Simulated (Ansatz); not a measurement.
System (SMILES): F[SiH] (F-SiH) (closed-shell singlet).
Atoms: Si1, H2, F3. Bonds: Si1-H2, Si1-F3.

Basis-set convergence of the optimised Si1-H2 bond length at B3LYP with Ansatz (a program for electronic structure). All functions are spherical. The program fits the integrals of some runs and decomposes those of others, by size. Core-valence sets carry the plain set on hydrogen. No added dispersion term, no relativity. Reference: the value in aug-pcseg-3, 1.5360 Å, itself unsure by roughly 0.0006 Å (its mean distance from aug-cc-pV(Q+d)Z, def2-QZVPPD, pcseg-3). Deviations are taken from unrounded values.

```
basis            functions  optimised Si1-H2 bond length (Å)  minus reference (Å)
---------------  ---------  --------------------------------  -------------------
def2-SVPD               55                            1.5431               0.0071
aug-cc-pV(D+d)Z         64                            1.5443               0.0082
def2-TZVPD              92                            1.5369               0.0008
jun-cc-pV(T+d)Z        101                            1.5361               0.0000
def2-TZVPPD            105                            1.5363               0.0002
cc-pCVTZ               116                            1.5387               0.0026
aug-cc-pV(T+d)Z        124                            1.5366               0.0005
def2-QZVPPD            175                            1.5360              -0.0001
aug-cc-pV(Q+d)Z        215                            1.5346              -0.0015
```

The smallest set listed that lies within 0.005 Å of the reference with all its larger relatives (same family, alike in diffuse functions; a set with none counts only in the reference's own line) is def2-TZVPD (92 functions, 0.0008 Å off). Inside, with no larger relative to test it: cc-pCVTZ.
